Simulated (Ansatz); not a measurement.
Ideal-gas functions of `[F][Hf]([SH])([SH])[SH]` at 400 K and 1 bar, from an Ansatz frequency run at PBE0-D4/def2-TZVP.

Molar mass 296.71 g/mol, point group C3 (symmetry number 3), electronic degeneracy 1, moments of inertia 392.315, 392.334, 516.142 u Å². Harmonic wavenumbers (cm⁻¹, unscaled): 78, 78, 88, 125, 125, 175, 175, 240, 346, 361, 361, 515, 518, 519, 653, 2674, 2674, 2674.

Use S(trans) = R[1.5 ln M + 2.5 ln T − 1.1517]; rotational temperatures θ = 24.2544 K / I; S(rot) = R[ln(√π/σ · √(T³/θAθBθC)) + 1.5]; for each mode x = 1.438777 ν̃/T, S = R[x/(eˣ − 1) − ln(1 − e⁻ˣ)] and H = RT x/(eˣ − 1); 1 cm⁻¹ = 0.0119627 kJ/mol; R = 8.31446 J/(mol·K).

Question: By hand: the entropy, in J/(mol·K).

Answer: Translation 186.0. Rotation: θ = 0.0618, 0.0618, 0.047 K, giving 118.7. Vibration, mode by mode: 18.91, 18.91, 17.91, 15.03, 15.03, 12.30, 12.30, 9.79, 7.01, 6.70, 6.70, 4.28, 4.25, 4.24, 2.90, 0.01, 0.01, 0.01, in all 156.3. Electronic 0.0. Sum 461.0 J/(mol·K).

Question: By hand: H − E and G − E in kJ/mol, counted from the electronic energy.

Answer: Zero-point energy ½ × 12379 × 0.0119627 = 74.0; thermal vibration 29.9; translation, rotation and pV give 4 RT = 13.3. H − E = 117.2 kJ/mol, and G − E = 117.2 − 400 × 461.0/1000 = -67.2 kJ/mol.

Vibration gives 34 % of the entropy, 85.8 J/(mol·K) of it from the modes under 150 cm⁻¹: soft modes count most, and the harmonic formula is weakest for them. The sum counts one conformer and one mirror image; others add a mixing term.
